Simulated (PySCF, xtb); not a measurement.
B(Br)2(NH2) (BBr2H2N), SMILES NB(Br)Br.

GFN2-xTB in xtb at its own geometry gives an orbital gap of 5.01 eV and a dipole moment of 5.48 D.

Geometry optimised at B3LYP-D3(BJ)/def2-SVP. Other conformers were not sampled.

**Question.** What does PBE/def2-TZVP (PySCF) give? (Estimate from the structure and the level; the computed values follow.)

**Answer.** gap 5.66 eV (levels -6.83 and -1.16 eV), dipole 2.83 D.
